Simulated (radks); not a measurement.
Neutral vanadium inside a hard spherical wall (all orbitals vanish at R), configuration held at [Ar] 3d3 4s2 and not refilled when levels cross. Calculated with a radial shooting solver on a logarithmic mesh with Libxc functionals: scalar-relativistic Kohn-Sham, r2SCAN, spin-unpolarised, spherical densities, finite nucleus; meta-GGA in the generalised Kohn-Sham scheme; Fermi nuclear charge, rms radius 3.6002 fm. Eigenvalues in eV, with the zero of energy where the potential of the charges vanishes at infinity; a dash marks a level that is unbound or too diffuse for the functional's potential to be trusted. A positive occupied level is held by the wall or, in an anion where self-interaction has pushed it up, behind a barrier. The pressure on the wall is -dE/dV.

| R (bohr) | E (hartree) | kinetic (hartree) | e(3s) | e(3p) | e(3d) | e(4s) | e(4p, empty) | e(5s, empty) | pressure (GPa) |
|---|---|---|---|---|---|---|---|---|---|
| free | -949.17250 | 957.984 | -72.861 | -45.523 | -5.048 | -4.879 | -1.250 | - | 0 |
| 20 | -949.17250 | 957.984 | -72.861 | -45.523 | -5.048 | -4.879 | -1.250 | - | < 0.0001 |
| 15 | -949.17250 | 957.984 | -72.861 | -45.523 | -5.048 | -4.878 | -1.249 | 1.933 | < 0.0001 |
| 10 | -949.17193 | 957.990 | -72.815 | -45.477 | -5.005 | -4.842 | -1.155 | 3.444 | 0.0154 |
| 8 | -949.16693 | 958.028 | -72.568 | -45.230 | -4.773 | -4.636 | -0.752 | 6.040 | 0.229 |
| 7 | -949.15552 | 958.097 | -72.178 | -44.842 | -4.412 | -4.283 | -0.146 | 9.003 | 0.897 |
| 3 | -947.30177 | 964.262 | -57.584 | -30.612 | 10.190 | 23.170 | 34.514 | 113.39 | 712 |
| 2 | -938.78805 | 990.073 | -29.667 | -1.523 | 43.908 | 115.37 | 133.00 | 347.36 | 12500 |
